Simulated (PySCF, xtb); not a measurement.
Si(GeH3)(OH)3 (GeH₆O₃Si), SMILES O[Si](O)([GeH3])O.

GFN2-xTB run with xtb at its own geometry gives an orbital gap of 6.35 eV and a dipole moment of 2.54 D.

The structure is a stationary point at PBE-D3(BJ)/def2-SVP. One conformer was computed; it need not be the lowest.

Task: What does ωB97X/def2-TZVP (PySCF) give? (The exact figures need the calculation; the answer reports its results.)

Result: gap 12.58 eV (levels -10.37 and 2.22 eV), dipole 1.52 D.
